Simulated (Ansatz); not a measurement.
A made-up structure of CH3BBr (charge +1), singlet:

```json
{"atom": "B1", "x (Å)": "0.2478", "y (Å)": "-0.1765", "z (Å)": "-0.7703"}
{"atom": "C2", "x (Å)": "-0.2562", "y (Å)": "-0.0181", "z (Å)": "0.6526"}
{"atom": "Br3", "x (Å)": "-0.1620", "y (Å)": "1.5266", "z (Å)": "1.5186"}
{"atom": "H4", "x (Å)": "-0.5107", "y (Å)": "0.0169", "z (Å)": "-1.6744"}
{"atom": "H5", "x (Å)": "1.0305", "y (Å)": "0.9084", "z (Å)": "2.2085"}
{"atom": "H6", "x (Å)": "-0.7024", "y (Å)": "-0.8415", "z (Å)": "1.2189"}
```

It is relaxed with PBE-D4/def2-SVP and then PBE0-D4/def2-TZVP (Ansatz 0.2.0). Atoms count as bonded within 1.22 times the sum of their covalent radii (H–H: 0.88 Å). The end point is not checked to be a true minimum.

Task: Does its bonding change? (Judge from chemistry; the calculation decides.)

Result: By the calculation: No: no bond forms or breaks.

Where it ends: The first stage lowers the energy by 1.61 eV in 10 steps. It ends as CH₃BBr ([BH][CH][BrH]), total charge +1:
B1  (-0.233, -0.064, -0.706)
C2  (-0.419, -0.189, 0.674)
Br3  (-0.096, 1.405, 1.626)
H4  (-0.065, 0.075, -1.858)
H5  (1.251, 1.184, 2.127)
H6  (-0.790, -0.995, 1.290)
(Å)

Labels in which every atom is bracketed show which atoms are joined, not bond orders.

For scale, one of the runs: PBE0-D4/def2-TZVP relaxation, 128 basis functions, launched by `ansatz run in.yaml --threads 2 --pin off --events-out ev --progress --plain --max-ram 4352MiB`. The run took about 15 s on 2 CPU threads of an Arm Neoverse V1 (shared host).
